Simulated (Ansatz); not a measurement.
YF3, SMILES [F][Y]([F])[F]. Atoms are numbered in the order given.

```xyz
4

Y      0.0000     0.0002     0.2876
F      1.7400    -1.0050     0.2876
F     -1.7400    -1.0050     0.2876
F      0.0000     2.0097     0.2877
```
Charge 0, spin multiplicity 1.

The structure is a stationary point at B3LYP-D3(BJ)/def2-TZVP. The isomer is the one that the SMILES or the coordinates give; other isomers of the formula were not compared. The def2 effective core potentials stand for the cores of Y; spin–orbit coupling is left out.

Two levels are set side by side: PBE-D3(BJ)/def2-TZVP (Ansatz, a quantum-chemistry and plane-wave program) and B3LYP-D3(BJ)/def2-TZVP (Ansatz). Each level has its own optimised geometry; the coordinates shown are those of the second. Differences are taken from unrounded values.

```csv
quantity,B3LYP-D3(BJ),PBE-D3(BJ),PBE-D3(BJ) minus B3LYP-D3(BJ)
mean bond length (Å),2.009,2.009,0.000
bond Y1–F2 (Å),2.009,2.009,0.000
bond Y1–F3 (Å),2.009,2.009,0.000
bond Y1–F4 (Å),2.009,2.009,0.000
```

On these quantities the two levels nearly agree.
